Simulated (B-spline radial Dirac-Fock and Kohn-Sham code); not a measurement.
Level of theory: relativistic Hartree-Fock (Dirac-Fock) wave functions, averaged over the configuration; an atomic code on a B-spline grid.

Question: This computed X-ray form factor belongs to an atom or ion in its tabulated ground configuration. Which?

```
sin θ/λ (Å⁻¹)      f₀
          0.2  35.273
         0.25  34.876
          0.3  34.403
          0.4  33.252
          1.4  18.647
          1.6  16.657
          1.8  14.977
            2  13.512
          3.5   6.517
```

Answer: Hf³⁶⁺, with 36 electrons in [Ar] 3d10 4s2 4p6. f₀ tends to the number of electrons as s goes to zero, which the first rows give only roughly, and the rate of fall reflects the nuclear charge, 72.

Question: This computed X-ray form factor belongs to an atom or ion in its tabulated ground configuration. Which?

| sin θ/λ (Å⁻¹) | f₀ |
| --- | --- |
| 0.09 | 70.643 |
| 0.12 | 69.632 |
| 0.24 | 63.602 |
| 0.38 | 54.919 |
| 0.49 | 48.527 |
| 1.61 | 18.015 |
| 2.05 | 14.655 |
| 2.6 | 11.872 |
| 4.21 | 6.191 |

Answer: Hg⁸⁺, with 72 electrons in [Xe] 4f14 5d4. f₀ tends to the number of electrons as s goes to zero, which the first rows give only roughly, and the rate of fall reflects the nuclear charge, 80.

Question: This computed X-ray form factor belongs to an atom or ion in its tabulated ground configuration. Which?

| sin θ/λ (Å⁻¹) | f₀ |
| --- | --- |
| 0.05 | 31.976 |
| 0.2 | 31.621 |
| 0.35 | 30.868 |
| 0.5 | 29.771 |
| 0.7 | 27.908 |
| 1 | 24.660 |
| 1.6 | 18.389 |
| 2.5 | 11.718 |
| 3.5 | 7.419 |

Answer: Pt⁴⁶⁺, with 32 electrons in [Ar] 3d10 4s2 4p2. f₀ tends to the number of electrons as s goes to zero, which the first rows give only roughly, and the rate of fall reflects the nuclear charge, 78.

Question: This computed X-ray form factor belongs to an atom or ion in its tabulated ground configuration. Which?

| sin θ/λ (Å⁻¹) | f₀ |
| --- | --- |
| 0.25 | 7.955 |
| 0.3 | 7.935 |
| 0.35 | 7.911 |
| 0.45 | 7.854 |
| 0.5 | 7.821 |
| 0.6 | 7.744 |
| 1.6 | 6.406 |
| 3 | 4.014 |
| 6 | 1.587 |

Answer: Cd⁴⁰⁺, with 8 electrons in [He] 2s2 2p4. f₀ tends to the number of electrons as s goes to zero, which the first rows give only roughly, and the rate of fall reflects the nuclear charge, 48.

Question: This computed X-ray form factor belongs to an atom or ion in its tabulated ground configuration. Which?

```
sin θ/λ (Å⁻¹)      f₀
          0.1  44.693
          0.4  40.477
         0.45  39.404
          0.6  35.837
          0.8  30.817
          1.1  24.185
          1.6  17.424
          1.8  15.838
            6   4.028
```

Answer: Os³¹⁺, with 45 electrons in [Kr] 4d9. f₀ tends to the number of electrons as s goes to zero, which the first rows give only roughly, and the rate of fall reflects the nuclear charge, 76.
